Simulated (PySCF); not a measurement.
Property card for `C=C[Si@@]([SiH3])([PH])[SiH2]O` [radical]

C2H10OPSi3 (doublet state).
Z-matrix (Å and degrees, GFN2-xTB geometry), rows numbered from 1:
```
C 
C   1  1.3224
Si  2  1.8940  1  123.62
Si  3  2.3597  2  107.82  1    69.75
P   3  2.2164  2  104.34  1  -170.45
Si  3  2.3544  2  108.89  1   -51.93
O   6  1.6254  3  108.74  2  -143.37
H   1  1.0796  2  121.44  3     1.02
H   1  1.0798  2  123.01  3  -178.95
H   2  1.0831  1  118.70  3   178.95
H   4  1.4632  3  111.02  2    11.54
H   4  1.4639  3  113.06  2   132.61
H   4  1.4659  3  110.01  2  -107.70
H   5  1.3901  3   93.37  2  -178.81
H   6  1.4587  3  113.36  2   106.44
H   6  1.4665  3  113.03  2   -20.85
H   7  0.9532  6  122.87  3    57.23
```

**GFN2-xTB geometry**

| Property | Result |
| --- | --- |
| Point group of the GFN2-xTB geometry | C1 |
| Rotational constants A, B, C of the GFN2-xTB geometry | 1.073, 0.853, 0.784 GHz |

From UKS B3LYP, pcH-1 on C H O P Si, non-relativistic, mean-field spin-orbit, GIAO (PySCF):

| Item | Value |
| --- | --- |
| Isotropic g value | 2.01216 |
| Principal g values | 2.00213, 2.00963, 2.02472 |
| Spin squared ⟨S²⟩ | 0.754 |
| Largest Mulliken spin population | 0.95 on P5 |
| Largest isotropic hyperfine couplings (means over sets of like nuclei) | 31P +98.0 (P5), 29Si -57.0 (Si4), 29Si -47.2 (Si6), 1H -33.4 (H14), 29Si +32.6 (Si3) MHz |

Monoisotopic mass from the formula: 164.9777 u.

g_iso is shifted by about +9840 ppm from the free-electron value 2.002319; the principal values span 0.0226. At 9.50 GHz, hν = g·μB·B₀ (B₀ the magnetic field) puts the centre of the isotropic spectrum, to first order, at 337.3 mT. With B = h/(8π²I), that is 505.379 GHz u Å² over I, the principal moments of inertia are 471.0, 592.2 and 644.8 u Å² (most abundant isotopes); the inertial defect Ic − Ia − Ib is -418.4 u Å² (zero for a rigid planar frame, negative otherwise). The rotational constants make it an asymmetric top with κ = (2B − A − C)/(A − C) = -0.5, nearer the prolate limit (−1). ⟨S²⟩ is 0.004 above the pure-spin value S(S + 1) = 0.75.

One conformer (not necessarily the lowest) at the GFN2-xTB geometry, without solvent or vibrations. GFN2-xTB frequencies show an imaginary mode (42i cm⁻¹), so this geometry is no minimum at that level. Hyperfine couplings depend on the geometry, which wasn't re-optimised at a DFT level. Couplings of like nuclei are plain means over topologically equivalent atoms, as if these changed places fast (by rotation of a methyl-like group, say); in this geometry the members of some sets differ.
